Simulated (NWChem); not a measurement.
# BO cation

Results from NWChem. Each level has its own optimisation; frequencies are unscaled.

| level | r B–O (Å) | highest harmonic frequency (cm⁻¹) | zero-point energy (kcal/mol) |
|---|---|---|---|
| B3LYP/def2-TZVP | 1.188 | 1942 | 2.8 |
| LDA (Slater exchange, VWN5)/def2-SVP | 1.199 | 1934 | 2.8 |
| BLYP/def2-SVP | 1.209 | 1870 | 2.7 |
| PBE0/def2-SVP | 1.186 | 2012 | 2.9 |
